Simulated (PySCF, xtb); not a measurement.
Cd(Cl)(SH) (CdClHS), SMILES [SH][Cd][Cl].

GFN2-xTB (xtb) at its own geometry gives an orbital gap of 2.68 eV and a dipole moment of 4.37 D.

Geometry: PBE0-D3(BJ)/def2-TZVP. The def2 effective core potentials stand for the cores of Cd; spin–orbit coupling is left out. The values are those of a single conformer.

What does M06-2X/def2-TZVPD (PySCF) give? (An estimate is asked for; the answer gives what the named calculation found.)

gap 7.61 eV (levels -8.79 and -1.18 eV), dipole 1.39 D.
